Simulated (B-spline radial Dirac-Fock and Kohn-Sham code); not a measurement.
# X-ray emission lines of Zr¹¹⁺

System: Zr¹¹⁺, 1s2 2s2 2p6 3s2 3p6 3d10 4s1.

The run's input, task.json:

```json
{"items": [{
  "Z": 40,
  "q": 11,
  "cfg": [[1, 0, 2], [2, 0, 2], [2, 1, 6], [3, 0, 2], [3, 1, 6], [3, 2, 10], [4, 0, 1]],
  "A": 90,
  "rrms": 4.2694,
  "do": ["binding"]
}]}
```

Launch: `python xray_run.py task.json out`

Level of theory: ΔSCF Dirac-Fock with Breit, self-energy and vacuum polarisation, finite nucleus, configuration average; a radial atomic solver. A line energy is the difference of two single-hole energies; the list is a selection of electric-dipole transitions between resolved j subshells. No correlation.

```csv
line,energy (eV),wavelength (Å)
Kβ1 (K-M3),17679.9,0.70127
Kβ3 (K-M2),17665.8,0.70183
Kα1 (K-L3),15779.2,0.78575
Kα2 (K-L2),15694.5,0.78998
Lγ5 (L2-N1),2301.4,5.3873
Lβ6 (L3-N1),2216.8,5.5931
Lβ3 (L1-M3),2214.0,5.6000
Lβ4 (L1-M2),2199.9,5.6360
Lβ1 (L2-M4),2135.8,5.8052
Lα1 (L3-M5),2053.6,6.0375
Lα2 (L3-M4),2051.1,6.0447
```

Values without a named source are computed, but for edge energies of neutral atoms, which are taken from tables.
